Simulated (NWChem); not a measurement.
System: ZnGeH4S; SMILES [SH][Zn][GeH3]

The following NWChem deck was run.

```
start job
memory heap 200 mb stack 900 mb global 1100 mb
geometry units angstroms noautosym
  Zn    -0.160534     0.587239     0.016617
  S     -0.248458     2.774652     0.049898
  H      1.065898     2.970077    -0.352842
  Ge    -0.161255    -1.760536    -0.002737
  H     -0.014992    -2.341893    -1.434570
  H      0.996180    -2.361140     0.840163
  H     -1.478065    -2.343892     0.578389
end
basis spherical
  * library 6-31g*
end
dft
  xc b3lyp
  grid fine
  iterations 150
end
driver
  maxiter 120
  tight
end
task dft optimize
task dft freq
```

The level has its own optimisation; frequencies are unscaled.

### Question
What results follow from this input? (B3LYP/6-31G* (spherical d).) Quantities: r S–Zn (Å); r Ge–Zn (Å); r H–S (Å); r Ge–H (Å); highest harmonic frequency (cm⁻¹); lowest (cm⁻¹); zero-point energy (kcal/mol); dipole (D).

### Answer
| Item | Value |
|---|---|
| r S–Zn (Å) | 2.189 |
| r Ge–Zn (Å) | 2.348 |
| r H–S (Å) | 1.353 |
| r Ge–H (Å) | 1.551 |
| highest harmonic frequency (cm⁻¹) | 2660 |
| lowest (cm⁻¹) | 10 |
| zero-point energy (kcal/mol) | 19.5 |
| dipole (D) | 1.38 |
